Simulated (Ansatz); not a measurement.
Steps of a relaxation of `IB1BC1` with RKS PBE0-D4/def2-TZVP.

```sh
$ ansatz run in.yaml --threads 2 --pin off --events-out ev --progress --plain --max-ram 4352MiB
```

```yaml
crystal:
  periodic: [false, false, false]
  atoms:
    - {symbol: I, position_ang: [-2.371615, -1.808680, 0.508125]}
    - {symbol: B, position_ang: [-0.625957, -0.713491, 0.058785]}
    - {symbol: B, position_ang: [0.804580, -0.417258, -0.499138]}
    - {symbol: C, position_ang: [-0.126855, 0.661054, 0.268873]}
    - {symbol: H, position_ang: [1.907808, -0.376434, -0.990689]}
    - {symbol: H, position_ang: [-0.453467, 1.612824, 0.723579]}
    - {symbol: H, position_ang: [0.926705, 0.973985, -0.115133]}
basis:
  gaussian: {orbitals: def2-TZVP}
hamiltonian: {xc: pbe0, dispersion: d4}
relax: {f_tol: 0.005, max_steps: 150}
```

Positions (Å) and forces (eV/Å) along the path, 6 of 6 steps:

```xyz
7
step=1 energy=-10535.9557 eV
I    -2.372   -1.809    0.508    0.257    0.161   -0.066
B    -0.626   -0.713    0.059    0.541    0.579   -0.064
B     0.805   -0.417   -0.499   -0.124    0.130    0.094
C    -0.127    0.661    0.269    0.049   -0.039   -0.030
H     1.908   -0.376   -0.991   -0.470   -0.051    0.200
H    -0.453    1.613    0.724    0.150   -0.517   -0.237
H     0.927    0.974   -0.115   -0.403   -0.262    0.102
7
step=2 energy=-10535.9857 eV
I    -2.343   -1.789    0.501   -0.079   -0.057    0.018
B    -0.617   -0.705    0.057    0.313    0.290   -0.050
B     0.800   -0.416   -0.497   -0.113    0.128    0.091
C    -0.128    0.659    0.269    0.141   -0.078   -0.090
H     1.888   -0.383   -0.984   -0.135   -0.016    0.057
H    -0.455    1.598    0.719    0.025   -0.154   -0.061
H     0.916    0.967   -0.112   -0.152   -0.111    0.035
7
step=3 energy=-10535.9899 eV
I    -2.340   -1.790    0.500   -0.008   -0.005    0.002
B    -0.612   -0.698    0.057    0.000    0.000    0.000
B     0.798   -0.412   -0.495   -0.050    0.065    0.043
C    -0.125    0.659    0.267    0.063   -0.046   -0.043
H     1.879   -0.383   -0.980    0.017   -0.007   -0.010
H    -0.452    1.592    0.716   -0.023    0.012    0.014
H     0.913    0.964   -0.112    0.001   -0.019   -0.006
7
step=4 energy=-10535.9901 eV
I    -2.341   -1.790    0.500    0.001    0.001    0.000
B    -0.612   -0.698    0.057   -0.015   -0.018    0.002
B     0.797   -0.410   -0.494   -0.009    0.034    0.014
C    -0.124    0.659    0.267    0.021   -0.004   -0.011
H     1.879   -0.383   -0.980    0.005   -0.006   -0.004
H    -0.453    1.591    0.716   -0.009   -0.001    0.003
H     0.914    0.963   -0.112    0.007   -0.007   -0.005
7
step=5 energy=-10535.9902 eV
I    -2.341   -1.790    0.500    0.001    0.001    0.000
B    -0.612   -0.698    0.057   -0.002   -0.003    0.000
B     0.797   -0.409   -0.494    0.004    0.005    0.000
C    -0.123    0.659    0.267   -0.006    0.000    0.003
H     1.879   -0.384   -0.980    0.001   -0.003   -0.001
H    -0.454    1.591    0.716    0.000    0.000    0.000
H     0.915    0.963   -0.112    0.003    0.000   -0.001
7
step=6 energy=-10535.9902 eV
I    -2.341   -1.789    0.500    0.000    0.000    0.000
B    -0.612   -0.699    0.057    0.000   -0.002    0.000
B     0.797   -0.408   -0.494    0.002    0.002   -0.001
C    -0.123    0.659    0.267   -0.003    0.001    0.002
H     1.879   -0.384   -0.980   -0.001   -0.001    0.001
H    -0.454    1.591    0.716    0.001    0.000   -0.001
H     0.915    0.963   -0.112    0.001    0.000    0.000
```

Hardware: 2 threads of an Arm Neoverse V2 on a shared host. Wall time 20 s, peak host memory 0.34 GiB.
